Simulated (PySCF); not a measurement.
A GIAO shielding run with PySCF 2.14 (density fitting, non-relativistic, gas phase) on `C#CC/P=P/[C@H](C)CC`, C7H12P2:

```
{"job": {"kind": "nmr", "xc": "PBE0", "basis": "pcSseg-1"}, "charge": 0, "multiplicity": 1}
C      4.447013     1.522929    -0.145462
C      3.805011     0.545157     0.110638
C      2.993226    -0.612971     0.389590
P      1.326269    -0.457589    -0.477250
P      0.135917    -0.843817     1.122010
C     -1.560454    -0.768314     0.314057
C     -1.705613    -1.841035    -0.761986
C     -1.880140     0.621832    -0.236465
C     -1.860635     1.690584     0.847130
H      5.031745     2.368303    -0.353673
H      3.490127    -1.505287    -0.006229
H      2.856970    -0.730183     1.467911
H     -2.271558    -0.990208     1.121325
H     -1.446116    -2.822992    -0.368542
H     -1.052041    -1.622515    -1.605289
H     -2.733163    -1.876601    -1.121731
H     -2.870502     0.592747    -0.700089
H     -1.155218     0.874915    -1.015726
H     -2.107992     2.664117     0.430736
H     -0.871133     1.752857     1.301313
H     -2.580634     1.455013     1.628304
```

Hardware: 1 thread of an x86-64 server CPU, shared host. The job also computes population analyses, field gradients.

Task: How large is the calculation?

Result: 84 electrons, 227 basis functions and 1219 auxiliary functions.

Task: How long does it take?

Result: 90 s of wall time, with 15 SCF cycles and 5 response iterations. Times on a shared host scatter by some tens of per cent.
